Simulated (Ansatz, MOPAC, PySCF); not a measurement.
Dimer: HCl (SMILES Cl) (first 2 atoms) with CH4O (SMILES CO); geometry from B3LYP-D3(BJ)/def2-TZVP, rigid monomers moved along the line of their centres of mass till H2···O4 is 3.17 Å.
(charge 0, multiplicity 1):
```csv
atom,x (Å),y (Å),z (Å)
Cl,0.6626,-0.2654,0.2514
H,-0.0003,-0.3857,1.3778
C,-0.2442,0.1952,5.2789
O,-1.1730,-0.3352,4.3271
H,0.0251,1.2282,5.0449
H,0.6482,-0.4237,5.2176
H,-0.6476,0.1392,6.2924
H,-1.9779,0.1941,4.3377
```

Monomers are frozen at their geometry in the pair; levels with a basis set take the counterpoise correction. Rows marked so take none.

Rows in STO-3G carry no dispersion term and start afresh at each structure. The state reached by PM7 isn't checked; PM7 holds dispersion and hydrogen-bond terms.

The values were computed with Ansatz (Gaussian basis) for Hartree–Fock, density functionals and correlated methods; MOPAC for PM7 (differences of heats of formation); PySCF for STO-3G rows. Each number belongs to the level named beside it.

Task: One of these levels gives -89.4 meV for the interaction energy. Name it.
A) HF/STO-3G (no counterpoise)
B) B3LYP/def2-TZVPPD
C) PM7

Result: C, PM7. The others give -56.6 (HF/STO-3G (no counterpoise)), -70.5 (B3LYP/def2-TZVPPD)

Ansatz is an electronic-structure program.
